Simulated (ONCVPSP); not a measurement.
# cobalt: one change to an ONCV potential, before and after

* Element: Co
* Generator: ONCVPSP 4.0.1
* Type: optimised norm-conserving Vanderbilt (ONCV)
* Functional: PBE
* Relativity: scalar-relativistic
* Frozen core: [Ar]
* Valence charge: 9
* Reference configuration: 3d7 4s2
* Partial waves: 4s: rc 2.25 bohr, ncon 4, nbas 7, qcut 2.7 1/bohr, 2 projectors, debl 3.9 Ha; p scattering state at 0.02 Ha: rc 2.45 bohr, ncon 4, nbas 9, qcut 3 1/bohr, 2 projectors, debl 2.7 Ha; 3d: rc 0.90 bohr, ncon 4, nbas 7, qcut 17.4 1/bohr, 2 projectors, debl 2.8 Ha
* Local potential: polynomial inside 0.60 bohr (lpopt 5, dvloc0 0 Ha)
* Core correction: none

In the p channel the program set the typed energies aside and used 0.050, 2.750 Ha.

All-electron outer shells of the reference configuration (PBE, scalar-relativistic, ld1.x):

| shell | level (eV) | outermost node (bohr) | outermost maximum (bohr) |
| --- | --- | --- | --- |
| 3p | -65.64 | 0.28 | 0.68 |
| 3d | -8.20 | – | 0.66 |
| 4s | -5.47 | 0.96 | 2.32 |

Change: d: qcut 16.3.

Cutoffs: the cutoffs (Ha) at which the residual kinetic energy of the hardest occupied pseudo-wave falls to 1 and 0.1 mHa per electron; they do not see the model core or the augmentation charge, which bear on the density cutoff. Errors are all-electron minus pseudo energies relative to the spin-unpolarised reference configuration.

Q: What does the change do?

A: The potential gets neither clearly harder nor softer (113 Ha and 129 Ha → 106 Ha and 120 Ha); both files keep a bound ghost (p, s); the errors of the 4 common tests hardly move.

| quantity | base | changed |
| --- | --- | --- |
| cutoff, loose | 113 Ha | 106 Ha |
| cutoff, tight | 129 Ha | 120 Ha |
| loose cutoff by channel | s 6.9 Ha, d 113 Ha | s 6.9 Ha, d 106 Ha |
| bound ghosts | s, p | s, p |
| GHOST(+) flags under 300 eV | s at 145.3 eV | s at 145.3 eV |
| error for 3d7 4s1, meV [ΔE 9.03 eV] | +3.0 | +3.1 |
| error for 3d7 4s0, meV [ΔE 25.82 eV] | +59 | +59 |
| error for 3d6 4s0, meV [ΔE 61.69 eV] | +166 | +166 |
| error for 3d6 4s2 4p1, meV [ΔE 9.66 eV] | -176 | -176 |
| s: phases at 2.29 bohr within 0.05 rad from the reference energy up to (Ha; the scan ends near 5) | 5.0 | 5.0 |
| p: phases at 2.49 bohr within 0.05 rad from the reference energy up to (Ha; the scan ends near 5) | to the end of the scan | to the end of the scan |
| d: phases at 0.91 bohr within 0.05 rad from the reference energy up to (Ha; the scan ends near 5) | to the end of the scan | to the end of the scan |

 A true bound ghost makes a file unfit for plane-wave use even where its test errors are small: the radial tests pick states by their node count and pass the ghost by.
